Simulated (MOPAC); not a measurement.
MOPAC input (PM6):

```
PM6 FORCE THERMO(298,298) PRECISE LET UHF MS=0.5 GEO-OK AUX(PRECISION=9) THREADS=1
ISi

Si    0.00000000 1    0.00000000 1   -1.90442535 1
I     0.00000000 1   -0.00000000 1    0.46736535 1
```

From the output:

```
     I    2   0.845722   0.845717

          HEAT OF FORMATION =      68.848913 KCALS/MOLE

          ZERO POINT ENERGY       0.357 KCAL/MOL

           NORMAL COORDINATE ANALYSIS (Total motion = 1 Angstrom)

   Root No.       1

                 1 Sig

                 249.8

           1    0.8188
           2   -0.0000
           3   -0.0000
           4   -0.1812
           5    0.0000
           6    0.0000

           MASS-WEIGHTED COORDINATE ANALYSIS (NORMAL COORDINATES)

   Root No.       1

                 1 Sig

                 249.8

           1    0.9049
           2   -0.0000
           3   -0.0000
           4   -0.4257
           5    0.0000
           6    0.0000

          DESCRIPTION OF VIBRATIONS

 VIBRATION          1    1Sig        ATOM PAIR     ENERGY CONTRIBUTION    RADIAL
 FREQUENCY           249.84         Si1 -- I 2        +100.0% (100.0%)    100.0%
 TRANSITION DIPOLE   2.4920
 TRAVEL (Ang.)       0.1083
 REDUCED MASS       22.9962
 EFFECTIVE MASS     40.7120
 FORCE CONSTANT      0.8457

      SYMMETRY NUMBER FOR POINT-GROUP C*v =  1

          SYSTEM IS A GROUND STATE

 ISi

          MOLECULE IS LINEAR

          THERE ARE  1 GENUINE VIBRATIONS IN THIS SYSTEM
          THIS THERMODYNAMICS CALCULATION IS LIMITED TO
          MOLECULES WHICH HAVE NO INTERNAL ROTATIONS

                    CALCULATED THERMODYNAMIC PROPERTIES
                                          *
   TEMP. (K)   PARTITION FUNCTION   H.O.F.    ENTHALPY  HEAT CAPACITY ENTROPY
                                   KCAL/MOL   CAL/MOLE    CAL/K/MOL  CAL/K/MOL

 298.00  VIB.     0.1427D+01                   305.1452     1.7628     1.7308
         ROT.     0.1589D+04                   592.1869     1.9872    16.6351
         INT.     0.2268D+04                   897.3321     3.7500    18.3659
         TRA.     0.1865D+28                  1480.4672     4.9680    41.0219
         TOT.                       68.849    2377.7992     8.7180    59.3879

   *: NOTE: HEATS OF FORMATION ARE RELATIVE TO THE
            ELEMENTS IN THEIR STANDARD STATE AT 298K
              (=  Standard Enthalpy of Formation).

            Hvib:  Zero-point energy is not included.
                   frequencies of less than zero cm-1 are not included.
            Hrot = (3/2)RT
            Htra = (3/2)RT + pV = (5/2)RT

            Heat capacity is Cp, not Cv

          For more information, see: HTTP://OpenMOPAC.net/Manual/thermochemistry.html

           FORCE CONSTANT IN CARTESIAN COORDINATES (Millidynes/A)

    ATOM   CHEMICAL       X               Y               Z
   NUMBER   SYMBOL  FORCE CONSTANT  FORCE CONSTANT  FORCE CONSTANT

      1      Si        0.845722        0.000353        0.000353
      2       I        0.845722        0.000353        0.000353

 **********************
 *                    *
 * JOB ENDED NORMALLY *
 *                    *
 **********************

 == MOPAC DONE ==
```
